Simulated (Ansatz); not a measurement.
H5BSi2, SMILES `[SiH2]=B[SiH3]` (charge 0, multiplicity 1).

Cartesian coordinates (Å):
```xyz
8

Si     2.1175    -0.1548    -0.0233
B      0.2886    -0.0986     0.0423
Si    -1.6703     0.0765     0.0460
H      2.9002     0.9018    -0.6999
H      2.8872    -1.2563     0.5941
H     -2.2550     0.2116     1.4070
H     -1.8985     1.3480    -0.7027
H     -2.3696    -1.0280    -0.6636
```
Charge 0, multiplicity 1.

Frozen-core energies in 6-31g from Ansatz (a quantum-chemistry and plane-wave program) at a geometry from PBE0-D3(BJ)/def2-TZVP; the HF reference has <S^2> = 0.00 (restricted, and unstable towards unrestricted orbitals) and the T1 diagnostic is 0.014.

| level | energy (Ha) |
|---|---|
| HF | -605.21544 |
| MP2 | -605.37441 |
| CCSD | -605.42213 |
| CCSD(T) | -605.42759 |

**Question.** Estimate the energies of CCSDT and CCSDT(Q), and give each level's difference from CCSDT(Q).

**Answer.** 
```json
[
 {"level": "MP2", "energy (Ha)": "-605.37441", "difference from CCSDT(Q) (mHa)": "54.63"},
 {"level": "CCSD", "energy (Ha)": "-605.42213", "difference from CCSDT(Q) (mHa)": "6.91"},
 {"level": "CCSD(T)", "energy (Ha)": "-605.42759", "difference from CCSDT(Q) (mHa)": "1.44"},
 {"level": "CCSDT", "energy (Ha)": "-605.42872", "difference from CCSDT(Q) (mHa)": "0.31"},
 {"level": "CCSDT(Q)", "energy (Ha)": "-605.42903", "difference from CCSDT(Q) (mHa)": "0.00"}
]
```
